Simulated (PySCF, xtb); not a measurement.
HgBr, SMILES [Br][Hg+], charge +1.

GFN2-xTB run with xtb at its own geometry gives an orbital gap of 1.97 eV.

Geometry: PBE0-D3(BJ)/def2-TZVP. The multiplicity is an assumed one; other spin states were not compared. The def2 effective core potentials stand for the cores of Hg; spin–orbit coupling is left out.

Task: What does HF/def2-TZVPD (PySCF) give? (The exact figures need the calculation; the answer reports its results.)

Result: gap 9.07 eV (levels -16.81 and -7.74 eV).
